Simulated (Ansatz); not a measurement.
`[F][Ga]([SiH3])[Cl]` + `F[SiH]1[O][GeH2]1` → `F[Si@H]1[O][Ge@H]1[SiH3]` + `[F][GaH][Cl]`  (formal exchange of groups at the Si–Ga bond)

Isolated molecules relaxed with PBE0-D4/def2-TZVP in Ansatz; ΔE leaves out vibrations. CCSD(T)/CBS adds triple-zeta CCSD(T) − MP2 to the extrapolated MP2 energy (def2 sets, frozen cores). DFT in def2-TZVPP. B3LYP here is the variant with VWN-RPA as its local correlation; programs differ in this. For Ga, Ge outer-core shells are correlated without core-valence functions, which leaves a few kJ/mol of doubt a bond. Scalar relativity is left out up to krypton.

`[F][Ga]([SiH3])[Cl]`:

```xyz
7

F     0.241    2.452    0.976
Ga    0.037    1.230   -0.263
Si   -0.028   -1.097    0.286
Cl   -0.130    2.098   -2.209
H    -0.224   -1.891   -0.952
H     1.256   -1.464    0.934
H    -1.152   -1.328    1.228
```

`F[SiH]1[O][GeH2]1`:

Z-matrix (Å, degrees):
```
Si
O 1 1.624
Ge 1 2.255 2 56.3
F 1 1.588 2 116.9 3 112.4
H 1 1.477 2 118.7 3 -118.5
H 3 1.536 1 124.5 2 -81.8
H 3 1.535 1 122.9 2 83.0
```

`F[Si@H]1[O][Ge@H]1[SiH3]`:

Z-matrix (Å, degrees):
```
Si
O 1 1.623
Ge 1 2.261 2 56.7
F 1 1.589 2 116.7 3 112.3
H 1 1.477 2 118.4 3 -119.1
Si 3 2.378 1 123.4 2 81.5
H 3 1.542 1 120.7 2 -83.9
H 6 1.483 3 108.6 1 8.6
H 6 1.487 3 108.4 1 128.0
H 6 1.486 3 110.2 1 -112.2
```

`[F][GaH][Cl]`:

```xyz
4

F     1.370   -0.981    0.362
Ga   -0.093   -0.065    0.110
Cl    0.070    1.374   -1.440
H    -1.346   -0.328    0.968
```

Q: Is it downhill or uphill in electronic energy at CCSD(T)/CBS, and by how much? (Estimate.)

A: Computed: Uphill: ΔE = +0.9 kcal/mol.

Q: What do these levels give: PBE0-D4, B3LYP-D4, ωB97X-V, ωB97M-V, HF/def2-TZVPP, MP2/def2-TZVPP, SCS-MP2/def2-TZVPP, CCSD/def2-TZVPP, CCSD(T)/def2-TZVPP, HF/def2-QZVPP, MP2/def2-QZVPP, MP2/CBS(def2)? (Best estimate.)

A: The calculation gave: PBE0-D4 1.0, B3LYP-D4 1.2, ωB97X-V 1.1, ωB97M-V 1.0, HF/def2-TZVPP 1.3, MP2/def2-TZVPP 0.3, SCS-MP2/def2-TZVPP 0.6, CCSD/def2-TZVPP 1.0, CCSD(T)/def2-TZVPP 0.8, HF/def2-QZVPP 1.3, MP2/def2-QZVPP 0.3, MP2/CBS(def2) 0.4 kcal/mol.

Largest T1 diagnostic among the species: 0.015.
